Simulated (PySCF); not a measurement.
Compound: 4-hydroxypyridine, C₅H₅NO.
Cartesian coordinates in Å at the PBE0-D3(BJ)/def2-SVP level; atoms count from 1:
```
atom  x, y, z in Å
O1     2.063   -0.824   -0.190
C2     0.792   -0.415   -0.062
C3    -0.234   -1.338   -0.286
C4    -1.549   -0.905   -0.150
N5    -1.901    0.336    0.182
C6    -0.917    1.204    0.393
C7     0.437    0.892    0.287
H8     2.659   -0.088   -0.010
H9     0.008   -2.365   -0.561
H10   -2.367   -1.614   -0.323
H11   -1.212    2.224    0.665
H12    1.200    1.653    0.473
```

Computed at PBE0/pcSseg-1 (PySCF, non-relativistic), with Q(17O) = −0.0256 b, Q(14N) = 0.02044 b: O1, 17O (I = 5/2): χzz = -10.44 MHz, η = 0.784; N5, 14N (I = 1): χzz = -5.112 MHz, η = 0.240.

(1) Where would the pure quadrupole (NQR) lines of 17O at O1 fall for the rigid, isolated species?

(2) Find the zero-field quadrupole resonance frequencies of 14N at N5.

Answers

(1) From the eigenvalues of H = χ/[4I(2I − 1)] × [3Iz² − I(I + 1) + η(Ix² − Iy²)], steps between neighbouring levels, labelled as for η = 0: ±1/2↔±3/2 2.381 MHz, ±3/2↔±5/2 2.861 MHz (phenol-type oxygen).

(2) From ν± = (3/4)|χ|(1 ± η/3) and ν0 = |χ|η/2: ν+ 4.141 MHz, ν− 3.527 MHz, ν0 0.614 MHz (pyridine-type nitrogen).

In a crystal, neighbours and librations shift these lines. A larger basis could move these couplings by a tenth or more.

These values come from a run that also computed NMR shieldings. Hardware: Arm Neoverse V1, one thread, on a shared host. Cost: 12 s.

One conformer stands for the species.
